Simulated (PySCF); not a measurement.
**Electron correlation in Ar (argon, neutral)**

[Ar], closed-shell 1S. Computed with PySCF 2.14 in def2-TZVP, with the non-relativistic Hamiltonian (point nucleus). Frozen: [Ne]; 8 electrons correlated.

MP2 pair energies summed by pair of shells (mhartree):

```
 pair   energy  share (%)
3p-3p  -150.17       73.9
3s-3p   -44.66       22.0
3s-3s    -8.40        4.1
```

Total MP2 correlation energy: -203.23 mhartree.

Same-spin part -51.60 and opposite-spin part -151.64 mhartree; SCS-MP2 scales them by 1/3 and 6/5 to -199.16 mhartree.

```csv
level,correlation energy (mhartree)
CCSD,-222.30
(T),-6.76
CCSD(T),-229.06
```

Diagnostics: T1 = 0.0020, D1 = 0.0029, largest double amplitude 0.050.

Cost of the coupled-cluster step: 0.14 s of wall time on 1 thread of Neoverse-V1 (shared host), for 8 correlated electrons.
